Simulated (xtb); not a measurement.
Harmonic IR lines of one isomer of C₃H₅N, unscaled. Computed with GFN2-xTB in xtb.

wavenumber (cm⁻¹): 322 (w), 555 (m), 584 (vs), 1073 (w), 1143 (m), 1256 (w), 1485 (w), 1503 (w), 1934 (s), 2952 (m), 2987 (m), 3260 (vw)

Which structure gives these lines?
A. `C1=CNC1`
B. `C#CNC`
C. `NC1=CC1`
D. `C=C=CN`

C, `NC1=CC1`
